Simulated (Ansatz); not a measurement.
C₂H₆AlN (`C=[CH][AlH][NH2]`). The species carries charge 0 and has multiplicity 1.

```xyz
10

C     1.132   -1.276    0.575
C     1.194    0.054    0.493
Al   -0.263    1.145   -0.190
N    -1.735    0.351   -0.764
H     1.950   -1.883    0.960
H     0.254   -1.837    0.261
H     2.122    0.513    0.837
H    -0.211    2.728   -0.263
H    -2.533    0.846   -1.127
H    -1.909   -0.641   -0.782
```

(1) Give the diagnostics of a CCSD(T)/def2-TZVPP run (frozen core, Ansatz). (Best estimate.)

Results:

(1) The calculation gave: T1 = 0.0116, largest single amplitude 0.021, largest double 0.062, (T) share of the correlation energy 4.0 %, 10 CCSD cycles. The RHF solution is stable towards an unrestricted one. T1 lies under the customary mark of 0.02 for closed shells.
